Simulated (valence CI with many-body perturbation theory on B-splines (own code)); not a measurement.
**Forbidden lines of Ba XXXIV**

Level of theory: relativistic CI+MBPT: five valence electrons over a frozen Dirac-Fock core [Ar], radial functions for each j: 7 s, 7 p, 8 d, 6 f, 4 g, 1 h, with the one-electron correlation potential Σ1 (screened to all orders), the two-electron term Σ2, the three-electron term Σ3, Breit, model QED; selected single and double excitations, second order for the rest (own B-spline code, finite nucleus).

No measured spectrum was set against this ion. As an estimate, large intervals hold to a few tenths of a per cent, small ones and those within an open d or f shell to about a per cent. Only levels of the ground parity were solved; by the run's estimate the other parity begins above the list, which can be wrong where configurations are misplaced.

Lines 51 to 100 of 120 in falling wavelength, among levels below 92.589 eV, chosen from the decays that carry over 1 % of a level's rate. Wavelengths and rates use the calculated energies. Weak lines are less certain than strong ones. Lines between different terms over intervals too small for the method are left out, as are lines whose strength nearly cancels. Branching is blank where the lifetime is uncertain.

Levels are named by their leading jj configuration (3d3/2^4 stands for four electrons in 3d with j = 3/2), which in mixed levels can hold well under half, so a name can repeat and another be missing. Letters in brackets count levels of one name in rising energy.

```csv
λ vac (Å),Upper,Lower,Type,A (s⁻¹),Branch %
697.4,(3d3/2 3d5/2^4) J=5/2 [a],(3d3/2^2 3d5/2^3) J=7/2 [a],M1,3.03e+04,15.2
690.8,(3d3/2^2 3d5/2^3) J=9/2 [a],(3d3/2^3 3d5/2^2) J=7/2 [a],M1,1.68e+04,52.5
690.5,(3d3/2^2 3d5/2^3) J=1/2 [a],(3d3/2^3 3d5/2^2) J=3/2 [a],M1,3.25e+04,54.2
679.0,(3d3/2^2 3d5/2^3) J=3/2 [b],(3d3/2^2 3d5/2^3) J=5/2 [a],M1,8.14e+03,23.6
674.5,(3d3/2^2 3d5/2^3) J=5/2 [c],(3d3/2^3 3d5/2^2) J=7/2 [b],M1,1.75e+04,19.5
669.6,(3d3/2^2 3d5/2^3) J=13/2,(3d3/2^3 3d5/2^2) J=11/2,M1,6.60e+03,97.7
658.0,(3d3/2^2 3d5/2^3) J=9/2 [c],(3d3/2^2 3d5/2^3) J=9/2 [a],M1,5.09e+02,
647.9,(3d3/2^2 3d5/2^3) J=3/2 [a],(3d3/2^3 3d5/2^2) J=3/2 [a],M1,5.53e+04,44.1
623.2,(3d3/2^2 3d5/2^3) J=5/2 [a],(3d3/2^3 3d5/2^2) J=5/2 [a],M1,6.79e+04,72.0
622.0,(3d3/2^2 3d5/2^3) J=7/2 [c],(3d3/2^2 3d5/2^3) J=5/2 [a],M1,3.75e+03,6.2
608.9,(3d3/2 3d5/2^4) J=3/2 [a],(3d3/2^2 3d5/2^3) J=5/2 [b],M1,2.58e+04,14.1
605.6,(3d3/2 3d5/2^4) J=11/2,(3d3/2^2 3d5/2^3) J=13/2,M1,1.74e+04,14.0
601.3,(3d3/2^2 3d5/2^3) J=9/2 [c],(3d3/2^2 3d5/2^3) J=11/2,M1,3.41e+03,
597.6,(3d3/2^3 3d5/2^2) J=7/2 [a],(3d3/2^4 3d5/2) J=5/2,M1,1.48e+04,78.3
597.1,(3d3/2 3d5/2^4) J=7/2 [a],(3d3/2^2 3d5/2^3) J=9/2 [a],M1,4.88e+04,35.6
591.1,(3d3/2^2 3d5/2^3) J=5/2 [b],(3d3/2^3 3d5/2^2) J=3/2 [a],M1,7.85e+03,11.4
581.4,(3d3/2 3d5/2^4) J=5/2 [a],(3d3/2^2 3d5/2^3) J=5/2 [a],M1,9.84e+04,49.2
581.0,(3d3/2^2 3d5/2^3) J=9/2 [c],(3d3/2^2 3d5/2^3) J=7/2 [a],M1,4.24e+02,
578.5,(3d3/2^3 3d5/2^2) J=3/2 [a],(3d3/2^4 3d5/2) J=5/2,M1,6.88e+04,98.1
572.3,(3d3/2^2 3d5/2^3) J=5/2 [b],(3d3/2^3 3d5/2^2) J=7/2 [a],M1,1.54e+04,22.3
571.5,(3d3/2^2 3d5/2^3) J=9/2 [b],(3d3/2^3 3d5/2^2) J=9/2,M1,4.90e+04,54.1
559.5,(3d3/2 3d5/2^4) J=11/2,(3d3/2^2 3d5/2^3) J=9/2 [a],M1,1.88e+04,15.1
558.5,(3d3/2 3d5/2^4) J=3/2 [a],(3d3/2^2 3d5/2^3) J=3/2 [a],M1,6.49e+04,35.3
551.1,(3d3/2^2 3d5/2^3) J=7/2 [c],(3d3/2^3 3d5/2^2) J=7/2 [b],M1,2.14e+04,35.2
548.9,(3d3/2^2 3d5/2^3) J=7/2 [b],(3d3/2^3 3d5/2^2) J=5/2 [b],M1,8.18e+02,3.6
532.9,(3d3/2 3d5/2^4) J=7/2 [a],(3d3/2^2 3d5/2^3) J=7/2 [a],M1,4.07e+04,29.7
530.7,(3d3/2^2 3d5/2^3) J=7/2 [b],(3d3/2^3 3d5/2^2) J=9/2,M1,1.21e+04,53.4
530.3,(3d3/2 3d5/2^4) J=3/2 [a],(3d3/2^2 3d5/2^3) J=1/2 [a],M1,6.31e+04,34.3
528.9,(3d3/2^2 3d5/2^3) J=7/2 [a],(3d3/2^3 3d5/2^2) J=5/2 [a],M1,7.10e+03,16.1
524.8,(3d3/2^3 3d5/2^2) J=3/2 [b],(3d3/2^3 3d5/2^2) J=5/2 [a],M1,4.55e+03,25.6
519.0,(3d3/2 3d5/2^4) J=5/2 [a],(3d3/2^3 3d5/2^2) J=7/2 [b],M1,6.90e+03,3.5
517.9,(3d3/2 3d5/2^4) J=11/2,(3d3/2^2 3d5/2^3) J=11/2,M1,7.47e+04,60.0
513.4,(3d3/2^2 3d5/2^3) J=9/2 [b],(3d3/2^3 3d5/2^2) J=11/2,M1,1.85e+04,20.4
503.6,(3d3/2^2 3d5/2^3) J=3/2 [b],(3d3/2^3 3d5/2^2) J=1/2,M1,6.09e+03,17.7
494.0,(3d3/2^3 3d5/2^2) J=5/2 [b],(3d3/2^4 3d5/2) J=5/2,M1,1.04e+03,4.1
490.6,(3d3/2^2 3d5/2^3) J=9/2 [b],(3d3/2^3 3d5/2^2) J=7/2 [a],M1,1.54e+04,17.0
480.4,(3d3/2^2 3d5/2^3) J=3/2 [b],(3d3/2^3 3d5/2^2) J=5/2 [b],M1,4.60e+03,13.4
462.4,(3d3/2 3d5/2^4) J=7/2 [a],(3d3/2^2 3d5/2^3) J=5/2 [a],M1,4.52e+03,3.3
460.2,(3d3/2^2 3d5/2^3) J=7/2 [b],(3d3/2^3 3d5/2^2) J=7/2 [a],M1,8.87e+02,3.9
458.7,(3d3/2^2 3d5/2^3) J=5/2 [c],(3d3/2^3 3d5/2^2) J=3/2 [a],M1,1.24e+04,13.9
457.9,(3d3/2^2 3d5/2^3) J=1/2 [b],(3d3/2^3 3d5/2^2) J=1/2,M1,2.25e+04,24.9
451.6,(3d3/2^2 3d5/2^3) J=9/2 [c],(3d3/2^3 3d5/2^2) J=7/2 [b],M1,2.08e+04,
451.1,(3d3/2^2 3d5/2^3) J=7/2 [c],(3d3/2^3 3d5/2^2) J=5/2 [b],M1,8.71e+03,14.3
447.3,(3d3/2^2 3d5/2^3) J=5/2 [c],(3d3/2^3 3d5/2^2) J=7/2 [a],M1,3.62e+04,40.4
445.7,(3d3/2^2 3d5/2^3) J=3/2 [a],(3d3/2^3 3d5/2^2) J=5/2 [a],M1,4.25e+04,33.9
438.7,(3d3/2^2 3d5/2^3) J=7/2 [c],(3d3/2^3 3d5/2^2) J=9/2,M1,2.44e+04,40.3
429.3,(3d3/2 3d5/2^4) J=5/2 [a],(3d3/2^3 3d5/2^2) J=5/2 [b],M1,3.99e+04,20.0
422.1,(3d3/2 3d5/2^4) J=7/2 [a],(3d3/2^3 3d5/2^2) J=7/2 [b],M1,4.00e+03,2.9
420.6,(3d3/2^2 3d5/2^3) J=3/2 [b],(3d3/2^3 3d5/2^2) J=3/2 [a],M1,9.91e+03,28.8
418.1,(3d3/2^2 3d5/2^3) J=5/2 [b],(3d3/2^3 3d5/2^2) J=5/2 [a],M1,1.42e+03,2.1
```
